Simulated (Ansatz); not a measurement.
Input for Ansatz (a quantum-chemistry and plane-wave program): U-CCSD(T)/cc-pV(T+d)Z on H4Si2 (SMILES [SiH][SiH3]), a point of a bond scan (R = 2.979 Å). Files ending in .json are basis or fitting sets from the Basis Set Exchange.

Ansatz 0.2 input:
```yaml
crystal:
  periodic: [false, false, false]
  atoms:
    - {symbol: Si, position_ang: [-0.00338560, 1.03723858, 0.82594973]}
    - {symbol: H, position_ang: [-0.44386711, 1.86151131, -0.37737098]}
    - {symbol: Si, position_ang: [0.02918721, -0.89103927, -0.59790228]}
    - {symbol: H, position_ang: [1.92971555, -0.43006825, -2.84448080]}
    - {symbol: H, position_ang: [-1.32621922, -1.10029411, -1.17841082]}
    - {symbol: H, position_ang: [0.42941234, -2.14745382, 0.08430899]}
basis:
  gaussian:
    orbitals: cc-pV_T+d_Z.json
correlation: {method: ccsd_t, electrons: outside_noble_gas}
scf: {omitted_lower_state_checks: [cluster_reference]}
magnetization: {spin_polarized: true, initial_magnetization: 0}
```

Output:

```
WARN ansatz: RAYON_NUM_THREADS=1 ignored (pool sized by the plan → 1); use --threads N
Functional definition: HF
these checks for a lower state are left out or cut short: cluster_reference
integrals: 0.41 GiB planned
776 factors; integrals over basis functions are off by at most 1.2e-3 eV
mean field: 0.37 GiB planned
mean field evaluation 1: about -15780.9539 eV, gradient 9.1e0 eV
mean field evaluation 2: about -15780.9519 eV, gradient 9.1e0 eV
mean field evaluation 4: about -15782.1878 eV, gradient 1.5e0 eV
mean field evaluation 8: about -15782.2360 eV, gradient 2.9e-3 eV
mean field evaluation 16: about -15782.2360 eV, gradient 5.5e-3 eV
mean field evaluation 32: about -15783.9297 eV, gradient 6.1e-2 eV
mean field evaluation 64: about -15783.1109 eV, gradient 1.7e-1 eV
mean field evaluation 96: about -15783.0292 eV, gradient 6.9e-1 eV
mean field -15783.92972248 eV, -580.0487185693 hartree, gradient 6.1e-6 eV, S^2 1.334392; 9 other end points of the search recorded, 0 dependent functions left out
10 core orbitals not correlated
reference -15783.92972248 eV, -580.0487185693 hartree; 6, 6 occupied and 118, 118 virtual orbitals, 776 factors
second order -5.39529310 eV of doubles, -0.00000000 eV of singles
coupled cluster: 1.42 GiB planned
cycle   1  -6.20568597 eV  change   -8.1e-1 eV  update   9.1e-2
cycle   2  -6.59881768 eV  change   -3.9e-1 eV  update   4.8e-2
cycle   3  -6.67270593 eV  change   -7.4e-2 eV  update   3.1e-2
cycle   4  -6.71353731 eV  change   -4.1e-2 eV  update   2.3e-2
cycle   5  -6.75417167 eV  change   -4.1e-2 eV  update   1.4e-2
cycle   6  -6.77224760 eV  change   -1.8e-2 eV  update   8.3e-3
cycle   7  -6.78145709 eV  change   -9.2e-3 eV  update   6.1e-3
cycle   8  -6.78949191 eV  change   -8.0e-3 eV  update   4.7e-3
cycle   9  -6.79278133 eV  change   -3.3e-3 eV  update   3.4e-3
cycle  10  -6.79669726 eV  change   -3.9e-3 eV  update   2.4e-3
cycle  11  -6.80010566 eV  change   -3.4e-3 eV  update   1.4e-3
cycle  12  -6.80067135 eV  change   -5.7e-4 eV  update   8.0e-4
cycle  13  -6.80051185 eV  change    1.6e-4 eV  update   5.7e-4
cycle  14  -6.80062422 eV  change   -1.1e-4 eV  update   4.2e-4
cycle  15  -6.80093250 eV  change   -3.1e-4 eV  update   2.7e-4
cycle  16  -6.80116655 eV  change   -2.3e-4 eV  update   1.4e-4
cycle  17  -6.80122024 eV  change   -5.4e-5 eV  update   7.5e-5
cycle  18  -6.80119643 eV  change    2.4e-5 eV  update   4.1e-5
cycle  19  -6.80116255 eV  change    3.4e-5 eV  update   2.9e-5
cycle  20  -6.80111474 eV  change    4.8e-5 eV  update   1.9e-5
cycle  21  -6.80108769 eV  change    2.7e-5 eV  update   1.1e-5
cycle  22  -6.80106005 eV  change    2.8e-5 eV  update   7.4e-6
cycle  23  -6.80104764 eV  change    1.2e-5 eV  update   4.3e-6
cycle  24  -6.80104483 eV  change    2.8e-6 eV  update   2.7e-6
coupled cluster: 1.42 GiB planned
perturbative correction -0.30688827 eV, -0.0112779358 hartree
WARN: the results are in doubt because among natural orbitals full CI differs from the method by -0.103 eV
Total energy: -15791.03765557 eV, -580.3099302926 hartree
In doubt: among natural orbitals full CI differs from the method by -0.103 eV
Checks for a lower state left out: cluster_reference
```

Self-consistency was reached. Its determinant has ⟨S²⟩ = 1.33, a mixture of spin states.

Warnings raised: large difference.

Cost: very roughly 30 core-seconds.
